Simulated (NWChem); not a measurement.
Molecule: C2H7Si2, doublet; SMILES C1[SiH]C[SiH2]1

```xyz
11

C     -0.2159     0.0447    -1.3663
Si     0.0431     1.3583     0.0000
C     -0.2159     0.0447     1.3663
Si     0.1026    -1.2435     0.0000
H     -1.2616     0.0017    -1.7137
H      0.4461     0.0768    -2.2431
H      1.4683     1.8406     0.0000
H      0.4461     0.0768     2.2431
H     -1.2616     0.0017     1.7137
H      1.5228    -1.7088     0.0000
H     -0.8094    -2.4326     0.0000
```
Atoms are numbered in this order, from 1.

All runs: NWChem. Spin-unrestricted. Medium grid unless said otherwise, to which SCAN and Minnesota functionals are sensitive. In the optimisation the excess spin sits in a' (Cs, its own frame). Structure relaxed at the PBE0/def2-SVP, spin-unrestricted level. Not confirmed as a minimum by frequencies. No stability test was run on the SCF state.

Task: Order these by “highest occupied level (eV)”, lowest first: r2SCAN0/def2-SVP; M05-2X/def2-SVP; B3LYP/def2-SVP; PBE/def2-SVP; LC-BLYP (range parameter 0.33 per bohr)/def2-SVP.

Result: LC-BLYP (range parameter 0.33 per bohr)/def2-SVP (-7.70), M05-2X/def2-SVP (-6.54), r2SCAN0/def2-SVP (-5.90), B3LYP/def2-SVP (-5.35), PBE/def2-SVP (-4.55)
